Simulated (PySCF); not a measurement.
# Computed properties of Ge(I)(SiH3) (GeH3ISi), SMILES [SiH3][Ge][I]

Ge(I)(SiH3) (GeH3ISi), SMILES [SiH3][Ge][I] (connectivity only; charge and spin as stated), neutral, multiplicity 1. Geometry optimised at B3LYP-D3(BJ)/def2-SVP. The def2 effective core potentials stand for the cores of I; spin–orbit coupling is left out. Other conformers were not sampled. All values are computed for the isolated molecule unless a solvent is named; none is compared with measurement here.

**Structure.** The optimised structure has Cs symmetry. All 12 harmonic modes at B3LYP-D3(BJ)/def2-SVP (PySCF) are real, so it is a minimum. With heavy atoms numbered as in [Ge:1]([I:2])[SiH3:3], the shortest bond between them is Ge1–Si3 at 2.501 Å and the longest Ge1–I2 at 2.590 Å.

**Vibrations.** The strongest infrared lines (harmonic, unscaled, degenerate partners summed) lie at 851 cm⁻¹ (294 km/mol, H 91 %, Si 9 %), 2183 cm⁻¹ (110 km/mol, H 99 %), 2205 cm⁻¹ (85 km/mol, H 96 %). The softest mode is at 67 cm⁻¹ and the zero-point energy is 15.5 kcal/mol.

**Electronic structure.** r2SCAN/def2-TZVPD (PySCF) places the frontier levels at -5.78 and -4.14 eV, a gap of 1.64 eV, and gives a dipole moment of 1.25 D and a mean polarisability of 108.2 bohr³. PBE/def2-TZVPD (PySCF) at the same geometry gives -5.57 and -4.18 eV, so its gap is 0.25 eV narrower. An orbital gap is neither the optical nor the fundamental gap.

**Excitations.** TDDFT-M06-2X/def2-SVPD (PySCF) has S1 at 1.76 eV (704 nm, f = 0.002, dark); the most intense of the 10 singlets computed lies at 6.07 eV (f = 0.13). T1 (TDA) is at 0.99 eV. TDDFT-PBE/def2-SVPD (PySCF) puts S1 at 1.63 eV.
